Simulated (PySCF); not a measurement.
**Assigning NMR signals**

Bonds (- single, = double, # triple, : aromatic): C1-C2, C2=C3, C3-Si4, Si4-N5, N5-Si6, N5-Si7, Si4-C8, C8=C9, C9-C2. C1 carries H10, H11, H12; C3 carries H13; Si4 carries H14; Si6 carries H15, H16, H17; Si7 carries H18, H19, H20; C8 carries H21; C9 carries H22. Stereochemistry as in CC1=C[Si@H](N([SiH3])[SiH3])C=C1.

One computed conformer, one averaged value for each set of equivalent atoms, non-relativistic, in vacuum. NMR shieldings at PBE0/pcSseg-1/GIAO; GFN2-xTB geometry; PySCF 2.14.0 with density-fitted response routines.

Shifts are taken against calculated references (same method and geometry level): TMS for 13C and 1H.

Problem. Assign these signals to the numbered atoms. 13C{1H} NMR (computed): δ 166.3 (C), 158.1 (CH), 137.5 (CH), 127.2 (CH), 24.9 (CH3).

Solution. 
| δ (ppm) | atoms | environment | reason |
| --- | --- | --- | --- |
| 166.3 | C2 | fully substituted alkene carbon | – |
| 158.1 | C9 | alkene CH | as expected for a trigonal carbon in a double bond |
| 137.5 | C8 | alkene CH | – |
| 127.2 | C3 | alkene CH | – |
| 24.9 | C1 | allylic methyl carbon | aliphatic region, no heteroatom directly attached |

Problem. Assign these signals to the numbered atoms. 1H NMR (600 MHz, computed): δ 7.07 (d, 1H), 6.35 (m, 1H), 5.83 (d, 1H), 5.24 (m, 1H), 4.84 (s, 6H), 2.18 (s, 3H).

Solution. 
7.07 → H22, hydrogen on an alkene CH: a vinylic proton, deshielded by the sp2 carbon and the C=C anisotropy
6.35 → H21, hydrogen on an alkene CH
5.83 → H13, hydrogen on an alkene CH
5.24 → H14, hydrogen on a silicon bonded to 2 C, N, in a 5-membered ring
4.84 → H15/H16/H17/H18/H19/H20, hydrogen on a silicon bonded to N
2.18 → H10/H11/H12, hydrogen on an allylic methyl carbon: allylic position

Shifts are as computed. Against solution values, carbons near 30 ppm lie about +3 ppm off and those near 130 ppm about +5 ppm. Of 1211 compounds with measured shifts, 218 miss one by over three times the rms of a fit or turn the order of signals round; such compounds aren't used in these exercises. Multiplicities follow the n + 1 count of equivalent neighbours, as no J values were calculated; m marks all less simple cases, F and P coupling included.
